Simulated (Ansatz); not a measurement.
System: Be2F2, net charge 0, singlet state. 
Structure (B3LYP-D3(BJ)/def2-TZVP (Ansatz, a quantum-chemistry and plane-wave program) minimum search):
SMILES: [F][Be][Be][F]
```xyz
4

F      0.0000     0.0000    -2.3946
Be     0.0000     0.0000    -1.0211
Be     0.0000     0.0000     1.0211
F      0.0000     0.0000     2.3946
```
Charge 0, spin multiplicity 1.

Basis-set convergence of Hartree-Fock and CCSD correlation energies (hartree) with Ansatz. Correlated levels leave the core frozen unless marked. Spin-orbit coupling is left out. Non-relativistic.

```
basis       functions       E(HF)  E(corr, CCSD)
----------  ---------  ----------  -------------
def2-SVP           46  -228.10598       -0.43525
def2-TZVPP        100  -228.40584       -0.58255
def2-QZVPP        186  -228.42565       -0.63857
```

Extrapolating the two largest sets (X = 3 and 4) as X^-3: E(corr) = (64·(-0.63857) - 27·(-0.58255))/37 = -0.6794 Eh, an estimate of the basis-set limit. The largest set recovers 94.0 % of it, the smallest 64.1 %.
